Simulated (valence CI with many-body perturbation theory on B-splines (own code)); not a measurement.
## Dy61+: calculated level list

Calculated by configuration interaction combined with many-body perturbation theory (CI+MBPT): three valence electrons over a frozen Dirac-Fock core [He], radial functions for each j: 11 s, 11 p, 10 d, 8 f, 5 g, 2 h, with the one-electron correlation potential Σ1, the two-electron term Σ2, the three-electron term Σ3, Breit, model QED; selected CI, second order for the rest, scaled by the run's own slope (own B-spline code, finite nucleus).

No measured spectrum was set against this ion. As an estimate, large intervals hold to a few tenths of a per cent, small ones and those within an open d or f shell to about a per cent.

Levels 136 to 165 of 165, with energies above the lowest level, (2s^2 2p1/2) J=1/2. "Leading %" is the weight of the configuration and term that name the level; weights of strongly mixed levels are sums over their largest components and can fall short, so below about 35 % the name and the second component can differ from the true leading terms, or belong to a minority configuration. In the jj column 3d3/2^4 stands for four electrons in 3d with j = 3/2. Lifetimes count E1, E2, E3, M1 and M2 decay at the calculated energies, and are blank where another channel may lead or the interval is too uncertain; long ones can be off by a factor of two.

| No. | Configuration | Term | J | E (eV) | Leading % | Lifetime | Second component | Leading jj |
| --- | --- | --- | --- | --- | --- | --- | --- | --- |
| 136 | 2s2.4f | 2F° | 5/2 | 11194 | 98 | 4.62 fs |  | 2s^2 4f5/2 (98 %) |
| 137 | 2s.2p.4p | 4P | 1/2 | 11204 | 42 | 9.35 fs | 19 % 2s.2p.4p 2S | 2s 2p1/2 4p1/2 (100 %) |
| 138 | 2s2.4f | 2F° | 7/2 | 11209 | 98 | 4.74 fs |  | 2s^2 4f7/2 (98 %) |
| 139 | 2s.2p.4p | 4P | 3/2 | 11276 | 30 | 9.16 fs | 26 % 2s.2p.4p 4D | 2s 2p1/2 4p3/2 (100 %) |
| 140 | 2s.2p.4d | 4F° | 3/2 | 11294 | 59 | 3.98 fs | 15 % 2s.2p.4d 2D° | 2s 2p1/2 4d3/2 (100 %) |
| 141 | 2s.2p.4p | 2P | 1/2 | 11305 | 45 | 4.26 fs | 18 % 2s.2p.4p 2S | 2s 2p1/2 4p3/2 (98 %) |
| 142 | 2s.2p.4p | 4D | 5/2 | 11305 | 42 | 21.6 fs | 40 % 2s.2p.4p 2D | 2s 2p1/2 4p3/2 (100 %) |
| 143 | 2s.2p.4p | 2D | 3/2 | 11306 | 40 | 5.85 fs | 23 % 2s.2p.4p 2P | 2s 2p1/2 4p3/2 (100 %) |
| 144 | 2s.2p.4d | 4F° | 5/2 | 11321 | 54 | 5.22 fs | 22 % 2s.2p.4d 2F° | 2s 2p1/2 4d3/2 (86 %) |
| 145 | 2s.2p.4d | 2P° | 3/2 | 11327 | 26 | 2.11 fs | 23 % 2s.2p.4d 2D° | 2s 2p1/2 4d3/2 (99 %) |
| 146 | 2s.2p.4d | 2F° | 5/2 | 11327 | 30 | 2.48 fs | 28 % 2s.2p.4d 4P° | 2s 2p1/2 4d5/2 (87 %) |
| 147 | 2s.2p.4d | 4D° | 1/2 | 11328 | 54 | 1.61 fs | 40 % 2s.2p.4d 2P° | 2s 2p1/2 4d3/2 (99 %) |
| 148 | 2s.2p.4f | 4G | 5/2 | 11336 | 44 | 4.67 fs | 19 % 2s.2p.4f 4F | 2s 2p1/2 4f5/2 (100 %) |
| 149 | 2s.2p.4f | 4F | 7/2 | 11350 | 26 | 4.78 fs | 24 % 2s.2p.4f 4D | 2s 2p1/2 4f7/2 (100 %) |
| 150 | 2s.2p.4d | 2F° | 7/2 | 11355 | 40 | 2.31 fs | 36 % 2s.2p.4d 4F° | 2s 2p1/2 4d5/2 (100 %) |
| 151 | 2s.2p.4d | 2F° | 5/2 | 11358 | 40 | 2.32 fs | 25 % 2s.2p.4d 2D° | 2s 2p1/2 4d5/2 (99 %) |
| 152 | 2s.2p.4d | 2P° | 3/2 | 11359 | 38 | 2.35 fs | 32 % 2s.2p.4d 2D° | 2s 2p1/2 4d5/2 (99 %) |
| 153 | 2s.2p.4f | 2G | 7/2 | 11365 | 38 | 4.69 fs | 32 % 2s.2p.4f 4G | 2s 2p1/2 4f5/2 (100 %) |
| 154 | 2s.2p.4f | 4G | 5/2 | 11366 | 31 | 4.66 fs | 27 % 2s.2p.4f 2F | 2s 2p1/2 4f5/2 (100 %) |
| 155 | 2s.2p.4f | 4F | 3/2 | 11366 | 48 | 4.63 fs | 40 % 2s.2p.4f 2D | 2s 2p1/2 4f5/2 (100 %) |
| 156 | 2s.2p.4f | 2G | 9/2 | 11380 | 40 | 4.78 fs | 33 % 2s.2p.4f 4G | 2s 2p1/2 4f7/2 (100 %) |
| 157 | 2s.2p.4f | 4D | 7/2 | 11381 | 31 | 4.78 fs | 29 % 2s.2p.4f 2G | 2s 2p1/2 4f7/2 (100 %) |
| 158 | 2s.2p.4f | 2D | 5/2 | 11381 | 39 | 4.77 fs | 29 % 2s.2p.4f 2F | 2s 2p1/2 4f7/2 (100 %) |
| 159 | 2p2.4s | 4P | 1/2 | 11407 | 45 | 10.7 fs | 30 % 2p2.4s 2S | 2p1/2^2 4s (97 %) |
| 160 | 2p2.4p | 2P° | 1/2 | 11431 | 45 | 5.19 fs | 38 % 2p2.4p 4D° | 2p1/2^2 4p1/2 (98 %) |
| 161 | 2p2.4p | 2P° | 3/2 | 11542 | 35 | 5.57 fs | 19 % 2p2.4p 4D° | 2p1/2^2 4p3/2 (98 %) |
| 162 | 2p2.4d | 2D | 3/2 | 11558 | 42 | 6.20 fs | 32 % 2p2.4d 4F | 2p1/2^2 4d3/2 (98 %) |
| 163 | 2p2.4d | 2D | 5/2 | 11592 | 36 | 2.34 fs | 18 % 2p2.4d 4D | 2p1/2^2 4d5/2 (98 %) |
| 164 | 2p2.4f | 2F° | 5/2 | 11599 | 41 | 4.72 fs | 29 % 2p2.4f 4G° | 2p1/2^2 4f5/2 (98 %) |
| 165 | 2p2.4f | 2F° | 7/2 | 11613 | 37 | 4.82 fs | 17 % 2p2.4f 2G° | 2p1/2^2 4f7/2 (98 %) |
